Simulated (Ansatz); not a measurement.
Mulliken charges of `[F][GeH2][O]C(F)(F)F` from PBE/def2-TZVPP in Ansatz (PBE0-D4/def2-TZVP geometry).

```json
{"atom": "F1", "x (Å)": "0.932", "y (Å)": "-1.430", "z (Å)": "-1.505", "charge (e)": "-0.316"}
{"atom": "Ge2", "x (Å)": "-0.511", "y (Å)": "-0.529", "z (Å)": "-1.220", "charge (e)": "0.575"}
{"atom": "O3", "x (Å)": "-0.057", "y (Å)": "0.806", "z (Å)": "-0.113", "charge (e)": "-0.305"}
{"atom": "C4", "x (Å)": "0.391", "y (Å)": "0.645", "z (Å)": "1.128", "charge (e)": "0.428"}
{"atom": "F5", "x (Å)": "-0.022", "y (Å)": "1.648", "z (Å)": "1.897", "charge (e)": "-0.126"}
{"atom": "F6", "x (Å)": "-0.047", "y (Å)": "-0.501", "z (Å)": "1.687", "charge (e)": "-0.156"}
{"atom": "F7", "x (Å)": "1.723", "y (Å)": "0.617", "z (Å)": "1.179", "charge (e)": "-0.129"}
{"atom": "H8", "x (Å)": "-0.893", "y (Å)": "0.204", "z (Å)": "-2.499", "charge (e)": "0.013"}
{"atom": "H9", "x (Å)": "-1.517", "y (Å)": "-1.460", "z (Å)": "-0.554", "charge (e)": "0.017"}
```

**Question.** By hand: the dipole of these point charges (1 e Å = 4.8032 D).

**Answer.** Σ q r = (-0.653, -0.053, -0.405) e Å, of length 0.770 e Å = 3.70 D.

**Question.** How does the dipole of the full density compare? (Best estimate.)

**Answer.** Ansatz gave: (-0.508, -0.096, -0.378) e Å, 3.08 D; the point charges give 1.20 times that, at 7° from its direction.

Point charges leave out the atoms' own dipoles, such as those of lone pairs, and Mulliken's split depends on the basis, so the two needn't agree.
